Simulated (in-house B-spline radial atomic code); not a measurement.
Ionisation energies with and without relativity, with size and susceptibility from the Dirac run. Dirac energy differences include first-order Breit, QED and recoil terms. NIST's values go from ground level to ground level; the uncertainty of those that are theory runs from under 0.1 % in few-electron ions to several per cent in heavy many-electron ones. Computed with a B-spline radial code for spherical atoms: non-relativistic Hartree-Fock and Dirac-Hartree-Fock, averages of the configuration (point nuclei without relativity, finite nuclei with it).

```
ion      configuration  configuration after  ionisation non-relativistic (eV)  ionisation Dirac Breit and QED (eV)  tabulated value (eV)  tabulated kind  radius at density 0.001 (bohr)  diamagnetic susceptibility (10⁻⁶ cm³/mol)
Cu+          [Ar] 3d10             [Ar] 3d9                            17.517                               17.325              20.29239        measured                           3.166                                     -14.73
Zn+      [Ar] 3d10 4s1            [Ar] 3d10                            16.556                               16.835              17.96439        measured                           3.671                                    -17.718
Ga+      [Ar] 3d10 4s2        [Ar] 3d10 4s1                            18.460                               18.753              20.51514        measured                           3.826                                    -19.706
Ge+  [Ar] 3d10 4s2 4p1        [Ar] 3d10 4s2                            15.151                               15.142              15.93461        measured                           3.987                                     -22.57
As+  [Ar] 3d10 4s2 4p2    [Ar] 3d10 4s2 4p1                            17.309                               17.303               18.5892        measured                           3.985                                    -24.043
Se+  [Ar] 3d10 4s2 4p3    [Ar] 3d10 4s2 4p2                            19.522                               19.518                21.196        measured                           3.919                                    -24.765
Br+  [Ar] 3d10 4s2 4p4    [Ar] 3d10 4s2 4p3                            21.797                               21.797                21.591        measured                           3.828                                    -25.048
Kr+  [Ar] 3d10 4s2 4p5    [Ar] 3d10 4s2 4p4                            24.140                               24.147              24.35984        measured                            3.73                                    -25.059
Rb+  [Ar] 3d10 4s2 4p6    [Ar] 3d10 4s2 4p5                            26.556                               26.570              27.28954        measured                           3.629                                    -24.897
```
